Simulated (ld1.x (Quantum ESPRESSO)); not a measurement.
# magnesium: PAW pseudisation with PBE, non-relativistic reference atom.

```json
{
 "Element": "magnesium",
 "Generator": "ld1.x (Quantum ESPRESSO) 7.5",
 "Type": "PAW",
 "Functional": "PBE",
 "Relativity": "non-relativistic",
 "Frozen core": "[He]",
 "Valence charge": "10",
 "Reference configuration": "2s2 2p6 3s2 3p0",
 "Partial waves": "2s (bound): rcut 1.10, rcutus 1.20 bohr; 3s (bound): rcut 1.10, rcutus 1.20 bohr; 2p (bound): rcut 1.05, rcutus 1.30 bohr; 3p (bound, empty): rcut 1.05, rcutus 1.30 bohr",
 "Local potential": "all-electron potential smoothed inside 1.25 bohr (lloc = -1)",
 "Core correction": "Bessel-smoothed model core inside 0.95 bohr",
 "Augmentation charge": "PSQ, inside the norm-conserving radii"
}
```

* Cutoffs needed: 55 Ry and 90 Ry (the cutoffs (Ry, on a coarse ladder) from which the occupation-weighted sum of valence levels, in a spherical-Bessel basis at the reference potential, stays within 10 and 1 mRy of its value at 400 Ry)
* Ghost test: no extra level below or beside the all-electron valence levels (s, p, d, f tested) (spherical-Bessel basis up to 400 Ry, 20 bohr box)
* Configuration tests: test run stopped at test 1 of 7 (negative rho)
* Lowest eigenvalue of the overlap operator: 0.15 (p channel)
* Density cutoff estimated by the generator: 251 Ry
